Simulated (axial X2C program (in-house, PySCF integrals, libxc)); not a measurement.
## Worked dissociation energy of MgSe⁺: PBE0, 2c

Calculated with an axial X2C code built on PySCF integrals. Two-component (2c) means X2C with spin–orbit coupling and atomic mean-field two-electron Coulomb and Gaunt terms. Basis: Se dyall-cv3z [8s9p6d4f1g], Mg dyall-cv3z [9s8p6d3f] (cores contracted in-house); Gaussian nuclei, density fitting, unrestricted open shells. Masses: Se 79.917 u, Mg 23.985 u.

Molecular state: Ω = 3/2 (⟨Sz⟩ = 0.50, ⟨Lz⟩ = 1.00 at PBE0).

```
E(Se) (2M_J = 4)  : -2428.794155 hartree
E(Mg+) (2M_J = 1) : -199.982289 hartree
E(MgSe⁺) at Re    : -2628.848019 hartree
ωe                : 379.8 cm⁻¹
ωexe              : 1.55 cm⁻¹
```

Work out De and D0.

De = -2428.794155 + (-199.982289) − (-2628.848019) = 0.07158 hartree = 1.948 eV. The zero-point energy is ωe/2 − ωexe/4 = 190 cm⁻¹ = 0.023 eV, so D0 = 1.924 eV.

Occupations by symmetry block were frozen at the best pattern of an incomplete PBE0 search. Dissociation energies refer to the lowest single-determinant-based atoms at the same level and basis. Density functionals use the spin component along the axis (collinear). Without a current term, density functionals place determinants with orbital angular momentum somewhat too high.

Each atomic determinant is the lowest at this level and need not be a pure J level. Totals compare only within one Hamiltonian and basis.
